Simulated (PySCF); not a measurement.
**Field gradients at the hydrogen positions**

Species: C₇H₁₅P.
Structure used (GFN2-xTB), in Å, numbered top down from 1:
```xyz
23
C7H15P angstrom
C      3.833    0.273   -0.294
C      2.927   -0.262    0.505
C      1.538   -0.606    0.087
P      0.344    0.525    0.987
C     -1.308    0.108    0.158
C     -1.736   -1.289    0.606
C     -1.267    0.186   -1.366
C     -2.299    1.143    0.697
H      3.623    0.482   -1.331
H      4.823    0.520    0.050
H      3.163   -0.458    1.543
H      1.300   -1.628    0.398
H      1.425   -0.514   -0.994
H      0.608    1.640    0.174
H     -1.080   -2.051    0.188
H     -2.753   -1.499    0.276
H     -1.706   -1.365    1.692
H     -0.888    1.152   -1.696
H     -2.273    0.061   -1.767
H     -0.643   -0.598   -1.788
H     -2.005    2.149    0.399
H     -3.300    0.950    0.315
H     -2.333    1.107    1.785
```

Level: PBE0/pcSseg-1 (PySCF, non-relativistic); Q(2H) = 0.00286 b; rigid geometry, the same for H and D, with no vibrational averaging.

Question: Rank these positions by the coupling χzz of a deuteron there, largest first.
A. H9 (vinylic hydrogen)
B. H18 (methyl hydrogen)
C. H14 (P–H hydrogen)
D. H11 (vinylic hydrogen)
E. H12 (methylene hydrogen)

Answer: A (225 kHz), D (217 kHz), B (210 kHz), E (203 kHz), C (128 kHz).

Question: Give the electric field gradient Vzz (the principal value of largest size), its asymmetry and the 2H coupling at each hydrogen.

Answer: 
```json
{"atom": "H9", "bonded to": "C1", "bond length (Å)": "1.078", "Vzz (au)": "0.3354", "η": "0.06", "χzz (kHz)": "225"}
{"atom": "H10", "bonded to": "C1", "bond length (Å)": "1.077", "Vzz (au)": "0.3391", "η": "0.05", "χzz (kHz)": "228"}
{"atom": "H11", "bonded to": "C2", "bond length (Å)": "1.083", "Vzz (au)": "0.3224", "η": "0.06", "χzz (kHz)": "217"}
{"atom": "H12", "bonded to": "C3", "bond length (Å)": "1.095", "Vzz (au)": "0.3028", "η": "0.02", "χzz (kHz)": "203"}
{"atom": "H13", "bonded to": "C3", "bond length (Å)": "1.091", "Vzz (au)": "0.3072", "η": "0.04", "χzz (kHz)": "206"}
{"atom": "H14", "bonded to": "P4", "bond length (Å)": "1.405", "Vzz (au)": "0.1905", "η": "0.08", "χzz (kHz)": "128"}
{"atom": "H15", "bonded to": "C6", "bond length (Å)": "1.089", "Vzz (au)": "0.3137", "η": "0.02", "χzz (kHz)": "211"}
{"atom": "H16", "bonded to": "C6", "bond length (Å)": "1.089", "Vzz (au)": "0.3129", "η": "0.02", "χzz (kHz)": "210"}
{"atom": "H17", "bonded to": "C6", "bond length (Å)": "1.089", "Vzz (au)": "0.3108", "η": "0.02", "χzz (kHz)": "209"}
{"atom": "H18", "bonded to": "C7", "bond length (Å)": "1.089", "Vzz (au)": "0.3127", "η": "0.02", "χzz (kHz)": "210"}
{"atom": "H19", "bonded to": "C7", "bond length (Å)": "1.090", "Vzz (au)": "0.3120", "η": "0.02", "χzz (kHz)": "210"}
{"atom": "H20", "bonded to": "C7", "bond length (Å)": "1.088", "Vzz (au)": "0.3156", "η": "0.02", "χzz (kHz)": "212"}
{"atom": "H21", "bonded to": "C8", "bond length (Å)": "1.089", "Vzz (au)": "0.3120", "η": "0.02", "χzz (kHz)": "210"}
{"atom": "H22", "bonded to": "C8", "bond length (Å)": "1.089", "Vzz (au)": "0.3131", "η": "0.02", "χzz (kHz)": "210"}
{"atom": "H23", "bonded to": "C8", "bond length (Å)": "1.089", "Vzz (au)": "0.3110", "η": "0.02", "χzz (kHz)": "209"}
```

Question: Average by the element that carries the hydrogen.

Answer: on C: 212 kHz over 14 positions, mean bond length 1.087 Å; on P: 128 kHz over 1 position, mean bond length 1.405 Å.

Question: How does χzz go with the bond length over the 14 C–H bonds?

Answer: A straight-line fit has a slope of -13.7 kHz for each 0.01 Å, with a correlation coefficient of -0.99, over lengths from 1.077 to 1.095 Å. The longer bonds have the smaller couplings here.

One conformer (not necessarily the lowest) at the GFN2-xTB geometry, without solvent, vibrations or thermal averaging. GFN2-xTB bond lengths can be off by several hundredths of an ångström, more for odd bonds, and the gradients follow them. These gradients aren't converged with respect to the basis.
